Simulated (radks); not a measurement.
Valence configurations of Pt I (all share [Xe]). Calculated with a radial shooting solver on a logarithmic mesh with Libxc functionals: Dirac Kohn-Sham, PBEsol, spin-unpolarised, spherical densities, point nucleus; open shells fill j = l - 1/2 first. Energies are relative to 4f14 5d9 6s1; eigenvalues in eV.

| valence | E (eV) | e(4f5/2) | e(4f7/2) | e(5d3/2) | e(5d5/2) | e(6p1/2) |
|---|---|---|---|---|---|---|
| 4f14 5d9 6s1 | 0.000 | -71.764 | -68.309 | -6.954 | -5.626 | - |
| 4f13.5 5d9.5 6s1 | 32.567 | -77.149 | -73.637 | -7.439 | -6.037 | - |
| 4f14 5d8.5 6s1 6p0.5 | 2.479 | -73.907 | -70.452 | -8.669 | -7.288 | -1.823 |
| 4f14 5d9.5 6s0.5 | 0.146 | -70.531 | -67.076 | -6.088 | -4.800 | - |
| 4f13 5d9.5 6s0.5 6p1 | 73.085 | -85.721 | -82.151 | -10.554 | -9.014 | -2.183 |
| 4f14 5d9 6p1 | 4.668 | -73.359 | -69.904 | -8.505 | -7.154 | -2.037 |
| 4f13 5d10 6s1 | 67.616 | -82.635 | -79.066 | -7.929 | -6.452 | - |
| 4f13 5d9 6s1 6p1 | 74.103 | -87.199 | -83.629 | -11.572 | -9.990 | -2.381 |
| 4f13 5d8 6s1 6p2 | 82.839 | -91.741 | -88.170 | -15.009 | -13.322 | -3.452 |
| 4f14 5d10 | 0.499 | -69.392 | -65.937 | -5.284 | -4.034 | - |

NIST lists [Xe] 4f14 5d9 6s1 as the ground configuration; this level of theory agrees among the configurations tried. The energies are those of spherical spin-averaged densities, not of single terms.
